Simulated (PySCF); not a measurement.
N-ethyl-1,2-azaborine, C6H10BN.
Z-matrix (Å and degrees, PBE0-D3(BJ)/def2-SVP geometry), rows numbered from 1:
```
C 
C   1  1.5184
N   2  1.4602  1  112.60
B   3  1.4404  2  121.28  1   -92.99
C   4  1.5121  3  116.23  2   177.13
C   5  1.3758  4  118.71  3    -0.04
C   6  1.4187  5  121.27  4    -0.09
C   3  1.3599  2  117.39  1    83.97
H   1  1.1009  2  111.21  3   -59.55
H   1  1.1004  2  110.63  3  -179.67
H   1  1.1003  2  110.60  3    60.34
H   2  1.0985  1  110.22  3  -120.14
H   2  1.1025  1  110.44  3   121.82
H   4  1.2095  3  117.28  2    -2.93
H   5  1.0940  4  122.93  3   179.80
H   6  1.0962  5  120.96  4   179.80
H   7  1.0910  6  120.86  5   179.59
H   8  1.0943  3  116.51  2     3.10
```

Computed with PySCF at PBE0/def2-SVPD, non-relativistic, on one gas-phase PBE0-D3(BJ)/def2-SVP geometry that isn't relaxed in the solvent. The solvent is an IEF-PCM continuum (cavity from Bondi-type radii × 1.2). The model holds no explicit solvent molecules, cavitation or dispersion.

```json
{"medium": "gas phase", "total energy (Eh)": "-313.704512", "HOMO (eV)": "-6.431", "LUMO (eV)": "-0.774", "dipole (D)": "2.246"}
{"medium": "benzene (ε = 2.271)", "total energy (Eh)": "-313.706952", "HOMO (eV)": "-6.455", "LUMO (eV)": "-0.788", "dipole (D)": "2.642"}
```

Problem. What is E(solvent) − E(gas) in benzene, in kcal/mol?

Solution. -313.706952 − (-313.704512) = -0.002440 Eh = -1.53 kcal/mol.

Problem. Scale it by Onsager's factor (ε − 1)/(2ε + 1) to chloroform (ε = 4.711), and compare with the calculation.

Solution. The factor goes from 0.229 to 0.356, a ratio of 1.553, which gives -2.38 kcal/mol. The calculation gives -2.51 kcal/mol (total energy -313.708507 Eh), so the scaled value is 5.1 % too small in size.

Problem. Scale the changes of the other columns the same way. What are the values in chloroform?

Solution. 
| quantity | scaled | computed | difference |
| --- | --- | --- | --- |
| HOMO (eV) | -6.468 | -6.485 | +0.017 |
| LUMO (eV) | -0.796 | -0.813 | +0.017 |
| dipole (D) | 2.861 | 2.906 | -0.045 |

Problem. How does each lowering split into the polarisation term (half the interaction with the induced surface charges) and the distortion of the solute's density?

Solution. benzene: -1.66 + 0.13 kcal/mol, the distortion taking back 8 % of the polarisation term; chloroform: -2.88 + 0.37 kcal/mol, the distortion taking back 13 % of the polarisation term.
